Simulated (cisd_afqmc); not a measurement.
Input (AFQMC/CISD/def2-SVP; cisd_afqmc is a phaseless AFQMC code with CISD trial states that reads the integrals written by Ansatz):

Ansatz 0.2 input:
```python
import cisd_afqmc

open("ham.yaml", "w").write("""\
crystal:
  periodic: [false, false, false]
  atoms:
    - {symbol: K, position_ang: [-0.70539967, -0.28145487, -0.57490998]}
    - {symbol: O, position_ang: [1.48097262, 0.48588858, 1.20201230]}
    - {symbol: H, position_ang: [1.55481278, 1.46053390, 1.30719115]}
basis:
  gaussian:
    orbitals: def2-SVP
magnetization: {spin_polarized: true, initial_magnetization: 2}
correlation: {method: ccsd, electrons: outside_noble_gas, hamiltonian_folder: ham}
""")
rep = cisd_afqmc.ansatz("ham.yaml")
e_ccsd = rep["correlation"]["coupled_cluster"]["energy"]["hartree"]
out = cisd_afqmc.run("ham", e_ccsd, trial="CISD", walkers=200, populations=8, threads=8, dt=0.005, steps=40, early=24, settle=10, least=32,
    cut=5e-5, rank_cut=2e-4, target=0.0004, seconds=1500, seed=1, memory=17280, gpu=False)
```

Output:

```
orbitals 33, occupied [5, 3], factors 169 of 409, rank of the doubles 94 of 230
E(HF) = -674.407297
E(CCSD) on the cut factors = -674.572950, shift to the whole factors -0.000005
Energy of the trial state on the determinant = -674.572964
  tau behind 7.2 of longer steps, mean of the populations' last blocks
   2.0  -674.57522
   4.0  -674.57520
   6.0  -674.57538
   8.0  -674.57542
blocks 351 (2 outliers left out), error by blocks joined: 1: 0.00007, 2: 0.00008, 4: 0.00010, 8: 0.00010, 16: 0.00013
E(AFQMC/CISD) = -674.57544 +/- 0.00013
```

This triplet is an excited state, 3.5 eV above the singlet at CCSD(T)/def2-QZVPP (Ansatz).

The error still grows at the longest joins of blocks, or few joins were possible, so the printed bar may be too narrow.
